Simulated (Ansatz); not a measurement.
Two isomers of CH6BNSi: A = `NB1C[SiH2]1`, B = `CN1B[SiH2]1`.

Computed with Ansatz on PBE0-D4/def2-TZVP structures; ΔE is electronic, products minus reactants. CBS: MP2 limit from def2 TZ/QZ plus the TZ coupled-cluster correction, frozen cores. Functionals use def2-TZVPP. Each species was taken in one conformer, which may not be the lowest.

(1) Which is lower in electronic energy at CCSD(T)/CBS, and by how much? (Best estimate.)

(2) Give E(B) − E(A) in kcal/mol with r2SCAN-D4, CCSD/def2-TZVPP, CCSD(T)/def2-TZVPP, MP2/def2-TZVPP, B2PLYP, CCSD(T)/def2-SVP, LDA (SPW92). (Estimate.)

(3) Does the order hold for the free energy at 298.15 K (harmonic terms from PBE0-D4)? (Best estimate.)

Largest T1 diagnostic: 0.014.

Answers

(1) Computed: A, by 1.3 kcal/mol.

(2) Computed: r2SCAN-D4 3.1, CCSD/def2-TZVPP 1.1, CCSD(T)/def2-TZVPP 1.0, MP2/def2-TZVPP 0.7, B2PLYP 1.0, CCSD(T)/def2-SVP -0.7, LDA (SPW92) 4.7. The order is the other way round with CCSD(T)/def2-SVP.

(3) The calculation gave: Yes: G(B) − G(A) = +1.9 kcal/mol, for one conformer each.

Leaving LDA and LC-ωPBE aside and taking each functional with its dispersion term where it has one, the values, not all of them listed here, spread over 3.1 kcal/mol, from B2PLYP to B97M-V. LDA lies +1.1 kcal/mol from PBE without D4. In def2-TZVPP, CCSD(T) changes the Hartree–Fock value by +1.5 kcal/mol (the triples alone add −0.1 kcal/mol) and MP2 by +1.1 kcal/mol.
